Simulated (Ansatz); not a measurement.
C₂H₅AlClNO (`[CH3][Al]([OH])[C](=N)Cl`), 11 atoms. The species carries charge 0 and has multiplicity 1. All runs use 4 threads of a server CPU on a shared host. Correlated methods freeze the cores.

(1) How many basis functions does each run have, and how long does it take in Ansatz? RKS r2SCAN-D4/def2-TZVPP energy and forces; RKS PBE0-D4/def2-TZVP relaxation (23 steps); RKS PBE0-D4/def2-TZVPP energy; RHF-MP2/def2-QZVPP energy; RKS ωB97M-V/def2-SVP energy; RKS PBE0-D4/def2-QZVPP energy; RKS PBE0-D4/def2-SVP energy; RKS PBE0-D4/def2-TZVP frequencies; RHF-CCSD(T)/def2-SVP energy; RKS ωB97M-V/def2-QZVPP energy; RKS revPBE-D4/def2-TZVPP energy; RKS CAM-B3LYP-D4/def2-TZVPP energy. (An estimate is asked.)

Answers

(1) Ansatz gave: Other jobs shared the machine, so times are rough.

```
                      level                    job  functions  wall time  peak host memory (GiB)
       RKS PBE0-D4/def2-SVP                 energy        117      1.4 s                    0.26
   RKS revPBE-D4/def2-TZVPP                 energy        278      2.5 s                    0.41
     RKS PBE0-D4/def2-TZVPP                 energy        278      3.4 s                    0.81
RKS CAM-B3LYP-D4/def2-TZVPP                 energy        278      3.7 s                    0.91
       RKS ωB97M-V/def2-SVP                 energy        117      4.5 s                    0.39
   RKS r2SCAN-D4/def2-TZVPP      energy and forces        278      4.8 s                    0.44
       RHF-CCSD(T)/def2-SVP                 energy        117        6 s                    0.62
     RKS PBE0-D4/def2-QZVPP                 energy        518       11 s                     2.1
     RKS ωB97M-V/def2-QZVPP                 energy        518       21 s                     2.5
         RHF-MP2/def2-QZVPP                 energy        518       29 s                     3.4
      RKS PBE0-D4/def2-TZVP  relaxation (23 steps)        228      100 s                     0.7
      RKS PBE0-D4/def2-TZVP            frequencies        228    3.9 min                    0.74
```
